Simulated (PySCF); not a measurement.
## Correlation energy of Cs (caesium, neutral)

[Xe] 6p1, 2P determinant (an excited configuration). Computed with PySCF 2.14 in x2c-TZVPPall, with the spin-free X2C one-electron Hamiltonian (Gaussian nucleus). Frozen: [Kr] 4d10; 9 electrons correlated.

| level | correlation energy (mhartree) |
| --- | --- |
| CCSD | -164.29 |
| (T) | -4.69 |
| CCSD(T) | -168.98 |

Diagnostics: T1 = 0.014, D1 = 0.0565, largest double amplitude 0.028.

Spin-orbit coupling, absent here, splits the open shell strongly.

Cost of the coupled-cluster step: of the order of 5 core-seconds, for 9 correlated electrons.

Iterations:

```
CC2 = 0
CCSD nocc = (np.int64(5), np.int64(4)), nmo = (62, 62)
frozen orbitals [[0, 1, 2, 3, 4, 5, 6, 7, 8, 9, 10, 11, 12, 13, 14, 15, 16, 17, 18, 19, 20, 21, 22], [0, 1, 2, 3, 4, 5, 6, 7, 8, 9, 10, 11, 12, 13, 14, 15, 16, 17, 18, 19, 20, 21, 22]]
max_cycle = 100
direct = 0
conv_tol = 1e-08
conv_tol_normt = 1e-06
diis_space = 8
diis_start_cycle = 0
Init t2, MP2 energy = -0.14630962420007
Init E_corr(UCCSD) = -0.146309624224417
cycle = 1  E_corr(UCCSD) = -0.160116610551657  dE = -0.0138069863  norm(t1,t2) = 0.0428493
cycle = 2  E_corr(UCCSD) = -0.163216146941452  dE = -0.00309953639  norm(t1,t2) = 0.0159988
cycle = 3  E_corr(UCCSD) = -0.16455707782269  dE = -0.00134093088  norm(t1,t2) = 0.0083531
cycle = 4  E_corr(UCCSD) = -0.164326410054284  dE = 0.000230667768  norm(t1,t2) = 0.00198058
cycle = 5  E_corr(UCCSD) = -0.164289349095235  dE = 3.7060959e-05  norm(t1,t2) = 0.000281055
cycle = 6  E_corr(UCCSD) = -0.164292393491651  dE = -3.04439642e-06  norm(t1,t2) = 5.04709e-05
cycle = 7  E_corr(UCCSD) = -0.164292635541319  dE = -2.42049668e-07  norm(t1,t2) = 8.33597e-06
cycle = 8  E_corr(UCCSD) = -0.164292584447006  dE = 5.10943139e-08  norm(t1,t2) = 2.13764e-06
cycle = 9  E_corr(UCCSD) = -0.164292590983824  dE = -6.53681864e-09  norm(t1,t2) = 4.33648e-07
UCCSD converged
E(UCCSD) = -7783.185411675047  E_corr = -0.1642925909838242
UCCSD(T) correction = -0.00468653529319014
```

The basis was made for the ground configuration and has no added diffuse functions, which can raise the energy of the promoted electron.

This basis was not built for core-valence correlation, so the inner-shell part is incomplete.
